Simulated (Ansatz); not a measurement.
Ansatz results at the PBE0-D4/def2-TZVP geometry: LUMO energy (PBE/def2-TZVPP) -1.46 eV; HOMO–LUMO gap (PBE0/def2-TZVPP) 6.73 eV; LUMO energy (ωB97M-V/def2-TZVPP) 1.44 eV.

Question: Which molecule gave them?
A. `OB1CN1`
B. `Cl[Si]1(Br)CC1`
C. `F[B]1[NH][GeH2]1`
D. `ClC1(Br)C[SiH2]1`

Answer: B. The others give `ClC1(Br)C[SiH2]1`: -1.85, 6.20, 0.94; `F[B]1[NH][GeH2]1`: -1.47, 6.71, 1.10; `OB1CN1`: -0.12, 7.89, 2.01.
